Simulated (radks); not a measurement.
The numbers below are computed, except where a source is named.
Ionisation of Ba2+, [Xe], to Ba3+, [Kr] 4d10 5s2 5p5, under several functionals. Scalar-relativistic Kohn-Sham, spin-unpolarised, spherical densities, finite nucleus; a radial shooting solver on a logarithmic mesh with Libxc functionals. The NIST Atomic Spectra Database gives 35.844 eV (measured). Rank these functionals by the error of their Delta-SCF ionisation energy: BP86; XLYP; LDA (Slater exchange, Perdew-Wang correlation); PBEsol; OLYP; Wu-Cohen GGA; SOGGA; TASK exchange with Perdew-Wang LDA correlation; revPBE; PW91; exchange-only PBE.

Answer. From best to worst: XLYP 36.273 eV (+0.429); SOGGA 36.404 eV (+0.561); exchange-only PBE 35.261 eV (-0.583); revPBE 36.432 eV (+0.589); PBEsol 36.490 eV (+0.647); Wu-Cohen GGA 36.503 eV (+0.660); OLYP 36.505 eV (+0.661); PW91 36.531 eV (+0.687); BP86 36.571 eV (+0.727); LDA (Slater exchange, Perdew-Wang correlation) 36.645 eV (+0.801); TASK exchange with Perdew-Wang LDA correlation 37.380 eV (+1.536). Spin polarisation and multiplet splitting are left out, so open shells lie too high by an amount that depends on their filling. Spin-orbit splitting is averaged out at the scalar-relativistic level.

Beside tabulated values, note that spin-unpolarised runs miss the spin-polarisation part of the exchange energy of open shells.
